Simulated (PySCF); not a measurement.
```xyz
7

N      1.5083     0.8061     0.6009
C      0.5406     0.1039     0.3139
C     -0.5869    -0.5422     0.1451
O     -1.5813    -0.2094    -0.7558
H      2.3575     0.5977     0.0689
H     -0.7896    -1.4497     0.6935
H     -1.4486     0.6936    -1.0665
```

Charge 0, multiplicity 1.

Task: Give the Mulliken and meta-Löwdin atomic charges from PBE-D3(BJ)/def2-TZVP // B3LYP-D3(BJ)/def2-TZVP in PySCF.

Result: 
| atom | Mulliken (e) | meta-Löwdin (e) |
|---|---|---|
| N1 | -0.21 | -0.32 |
| C2 | -0.05 | 0.08 |
| C3 | -0.04 | -0.06 |
| O4 | -0.37 | -0.45 |
| H5 | 0.23 | 0.25 |
| H6 | 0.14 | 0.16 |
| H7 | 0.30 | 0.35 |
